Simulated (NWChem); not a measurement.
All runs are NWChem calculations. System: C$_{2}$H$_{6}$N, charge 1, spin multiplicity 1, at the geometry of a parent with another charge or spin, in a state set for the comparison that need not be this species' ground state. Level: MP2/def2-TZVP, 3 core orbitals frozen.

Part of the output:

```
             Northwest Computational Chemistry Package (NWChem) 7.3.0
             --------------------------------------------------------

                                NWChem Input Module
                                -------------------

 Scaling coordinates for geometry "geometry" by  1.889725989
 (inverse scale =  0.529177249)

                             Geometry "geometry" -> ""
                             -------------------------

 Output coordinates in angstroms (scale by  1.889725989 to convert to a.u.)

  No.       Tag          Charge          X              Y              Z
 ---- ---------------- ---------- -------------- -------------- --------------
    1 C                    6.0000    -1.23992700     0.21493800     0.06980900
    2 C                    6.0000     0.05012000    -0.52104200     0.08966400
    3 N                    7.0000     1.21722900     0.19450000    -0.17183100
    4 H                    1.0000    -2.06771600    -0.43279900     0.39351600
    5 H                    1.0000    -1.22158700     1.08726000     0.74920500
    6 H                    1.0000    -1.50234800     0.60772800    -0.93572700
    7 H                    1.0000     0.07175900    -1.56650400    -0.23511500
    8 H                    1.0000     1.26308800     1.10218700     0.28400600
    9 H                    1.0000     2.07504300    -0.32274800    -0.00990200

 Effective nuclear repulsion energy (a.u.)      76.2942614181

            Nuclear Dipole moment (a.u.)
            ----------------------------
        X                 Y               Z
 ---------------- ---------------- ----------------
     0.0000000000    -0.0000000000     0.0000075589


 Summary of "ao basis" -> "" (spherical)
 ------------------------------------------------------------------------------
       Tag                 Description            Shells   Functions and Types
 ---------------- ------------------------------  ------  ---------------------
 *                         def2-tzvp                  on all atoms

 Summary of "ao basis" -> "ao basis" (spherical)
 ------------------------------------------------------------------------------
       Tag                 Description            Shells   Functions and Types
 ---------------- ------------------------------  ------  ---------------------
 C                         def2-tzvp                11       31   5s3p2d1f
 N                         def2-tzvp                11       31   5s3p2d1f
 H                         def2-tzvp                 4        6   3s1p

                                 NWChem SCF Module
                                 -----------------

  ao basis        = "ao basis"
  functions       =   129
  atoms           =     9
  closed shells   =    12
  open shells     =     0
  charge          =   1.00
  wavefunction    = RHF
  use symmetry    = F
  symmetry adapt  = F

 Summary of "ao basis" -> "ao basis" (spherical)
 ------------------------------------------------------------------------------
       Tag                 Description            Shells   Functions and Types
 ---------------- ------------------------------  ------  ---------------------
 C                         def2-tzvp                11       31   5s3p2d1f
 N                         def2-tzvp                11       31   5s3p2d1f
 H                         def2-tzvp                 4        6   3s1p

 Forming initial guess at       0.1s

      Superposition of Atomic Density Guess
      -------------------------------------

 Sum of atomic energies:        -132.65306343

 Renormalizing density from      25.00 to     24

      Non-variational initial energy
      ------------------------------

 Total energy =    -130.542361
 1-e energy   =    -314.870883
 2-e energy   =     108.034260
 HOMO         =      -0.759056
 LUMO         =      -0.435462

 Starting SCF solution at       5.3s

 ----------------------------------------------
         Quadratically convergent ROHF

 Convergence threshold     :          1.000E-07
 Maximum no. of iterations :          100
 Final Fock-matrix accuracy:          1.000E-09
 ----------------------------------------------

              iter       energy          gnorm     gmax       time
[...]
  ----- ------------  ---------------      ----- ------------  ---------------
     7      0.271371  1 C  py                10      0.241786  1 C  py
    95     -0.218925  4 H  s                101      0.172613  5 H  s

 Vector   12  Occ=2.000000D+00  E=-7.125682D-01
              MO Center=  3.8D-01,  2.1D-01, -1.8D-01, r^2= 2.3D+00
   Bfn.  Coefficient  Atom+Function         Bfn.  Coefficient  Atom+Function
  ----- ------------  ---------------      ----- ------------  ---------------
    70      0.318233  3 N  pz                73      0.311475  3 N  pz
    76      0.203452  3 N  pz                 8     -0.170943  1 C  pz
    11     -0.155950  1 C  pz

 Vector   13  Occ=0.000000D+00  E=-1.725386D-01
              MO Center=  1.4D-01, -3.7D-01,  1.5D-01, r^2= 2.3D+00
   Bfn.  Coefficient  Atom+Function         Bfn.  Coefficient  Atom+Function
  ----- ------------  ---------------      ----- ------------  ---------------
    45      0.479149  2 C  pz                36      0.364922  2 C  s
    42      0.345743  2 C  pz                76     -0.333777  3 N  pz
    39      0.325151  2 C  pz               108      0.301734  6 H  s
    70     -0.190496  3 N  pz                73     -0.171844  3 N  pz
   114     -0.170255  7 H  s                102     -0.150789  5 H  s

 Vector   14  Occ=0.000000D+00  E=-5.582291D-02
              MO Center=  1.3D+00,  1.6D-01,  2.6D-01, r^2= 6.1D+00
   Bfn.  Coefficient  Atom+Function         Bfn.  Coefficient  Atom+Function
  ----- ------------  ---------------      ----- ------------  ---------------
     5      2.086414  1 C  s                 67      2.045943  3 N  s
   126     -1.197608  9 H  s                120     -1.034708  8 H  s
   102     -0.796047  5 H  s                114     -0.732379  7 H  s
   108     -0.656512  6 H  s                 96     -0.630799  4 H  s
    44     -0.593114  2 C  py                36     -0.467520  2 C  s

 Vector   15  Occ=0.000000D+00  E=-2.054909D-02
              MO Center=  5.5D-01, -3.1D-01,  1.7D-01, r^2= 7.2D+00
   Bfn.  Coefficient  Atom+Function         Bfn.  Coefficient  Atom+Function
  ----- ------------  ---------------      ----- ------------  ---------------
     5      2.332171  1 C  s                 36     -2.296123  2 C  s
   114      1.965206  7 H  s                120     -1.291066  8 H  s
   102     -1.137275  5 H  s                126      0.845147  9 H  s
   108     -0.569262  6 H  s                 43      0.490415  2 C  px
    75      0.451254  3 N  py                44      0.373033  2 C  py

 center of mass
 --------------
 x =   0.05897339 y =  -0.02019750 z =  -0.01049227

 moments of inertia (a.u.)
 ------------------
          43.567300899182           3.298076392237          13.955023979414
           3.298076392237         198.309606961750           0.303903719738
          13.955023979414           0.303903719738         225.390341267298

  Mulliken analysis of the total density
  --------------------------------------

    Atom       Charge   Shell Charges
 -----------   ------   -------------------------------------------------------
    1 C    6     6.34   0.85  1.12  0.47  0.69  0.08  1.27  1.44  0.34  0.02  0.04  0.00
    2 C    6     5.77   0.86  1.12  0.54  0.65  0.08  1.09  1.10  0.17  0.03  0.11  0.01
    3 N    7     7.37   0.82  1.16  0.52  0.86  0.15  1.48  1.75  0.59  0.01  0.04  0.00
    4 H    1     0.81   0.26  0.47  0.06  0.02
    5 H    1     0.82   0.25  0.47  0.07  0.02
    6 H    1     0.78   0.25  0.45  0.06  0.02
    7 H    1     0.76   0.26  0.44  0.04  0.02
    8 H    1     0.68   0.25  0.37  0.02  0.04
    9 H    1     0.68   0.25  0.37  0.02  0.04

       Multipole analysis of the density wrt the origin
       ------------------------------------------------

     L   x y z        total         open         nuclear
     -   - - -        -----         ----         -------
     0   0 0 0      1.000000      0.000000     25.000000

     1   1 0 0      0.471389      0.000000      0.000000
     1   0 1 0     -0.262846      0.000000     -0.000000
     1   0 0 1      0.314169      0.000000      0.000008

     2   2 0 0     -6.064487      0.000000    119.781456
     2   1 1 0     -0.124260      0.000000     -2.980906
     2   1 0 1      0.869580      0.000000     -6.993191
     2   0 2 0     -9.592950      0.000000     27.435095
     2   0 1 1      0.616962      0.000000      1.199518
     2   0 0 2    -13.288852      0.000000      7.184779

                   NWChem MP2 Semi-direct Energy/Gradient Module
                   ---------------------------------------------

  Basis functions       =    129
  Molecular orbitals    =    129
  Frozen core           =      3
  Frozen virtuals       =      0
  Active alpha occupied =      9
  Active beta occupied  =      9
  Active alpha virtual  =    117
  Active beta virtual   =    117
  Use MO symmetry       = F
  Use skeleton AO sym   = F

  AO/Fock/Back tols     =   1.0D-09  1.0D-09  1.0D-09

 GA uses MA = F    GA memory limited = T

 Available:
  local mem=  1.26D+08
 global mem=  1.44D+08
 local disk=  0.00D+00
  mp2_memr nvloc                   117
  nvloc new                   117
   1 passes of   9:        5242880                      86576                  29837261.
   1 passes of   9: M    126151616           G      144145918           F     120908736.

 Semi-direct pass number   1 of   1  for RHF alpha+beta  at       18.5s
  vrange nnbf                  8326
  mp2_eaftype                   113  avail_ma_in_mb                  1099
 EAF : mp2_eaftype filesize         113   14918630.
  mp2_eaf for mointskh                    113
Node 0 wrote     70.1 Mb in      0.0 s     Agg I/O rate:  2236.2 Mb/s
 Done moints_semi at       29.4s
  mp2_eaftype                   113  avail_ma_in_mb                   986
 EAF : mp2_eaftype filesize         113   14918630.
  mp2_eaf for kh                   113
 Done maket at       30.0s
 Done multipass loop at       30.0s

          -------------------------------------------
          SCF energy                -133.456608297994
          Correlation energy          -0.519492135821
          Singlet pairs               -0.343583191300
          Triplet pairs               -0.175908944521
          Total MP2 energy          -133.976100433815
          -------------------------------------------

          ---------------------------------------------------
                    Spin Component Scaled (SCS) MP2
          Same spin pairs                     -0.117272629681
          Same spin scaling factor             0.333333333333
          Opposite spin pairs                 -0.402219506140
          Opposite spin scaling fact.          1.200000000000
          SCS-MP2 correlation energy          -0.521754283928
          Total SCS-MP2 energy              -133.978362581922
          ---------------------------------------------------

 -----------------------
 Performance information
 -----------------------

 Timer overhead =  3.25D-07 seconds/call

               Nr. of calls         CPU time (s)                 Wall time (s)                GFlops
             ---------------    -------------------     ------------------------------   -------------------
Name         Min   Avg   Max    Min     Avg     Max     Min     Avg     Max   Mx/calls   Min     Max     Sum
mp2: moin     1     1     1    11.     11.     11.      11.     11.     11.     11.      0.0     0.0     0.0
mp2: make     1     1     1   0.66    0.66    0.66     0.66    0.66    0.66    0.66      0.0     0.0     0.0
mp2: tota     1     1     1    12.     12.     12.      12.     12.     12.     12.      0.0     0.0     0.0

 The average no. of pstat calls per process was 3.00D+00
 with a timing overhead of 9.74D-07s

 Task  times  cpu:       30.0s     wall:       30.0s

 Total times  cpu:       30.1s     wall:       30.1s
```

### Question
Write an NWChem input that would produce this output.

### Answer
This is not unique; one that fits is 
```
start mol
memory heap 200 mb stack 900 mb global 1100 mb
charge 1
geometry units angstroms nocenter noautoz noautosym
  C     -1.239927     0.214938     0.069809
  C      0.050120    -0.521042     0.089664
  N      1.217229     0.194500    -0.171831
  H     -2.067716    -0.432799     0.393516
  H     -1.221587     1.087260     0.749205
  H     -1.502348     0.607728    -0.935727
  H      0.071759    -1.566504    -0.235115
  H      1.263088     1.102187     0.284006
  H      2.075043    -0.322748    -0.009902
end
basis spherical
  * library def2-tzvp
end
scf
  rhf
  nopen 0
  maxiter 100
  thresh 1e-7
  semidirect memsize 60000000 filesize 0
end
mp2
  freeze core 3
end
task mp2 energy
```
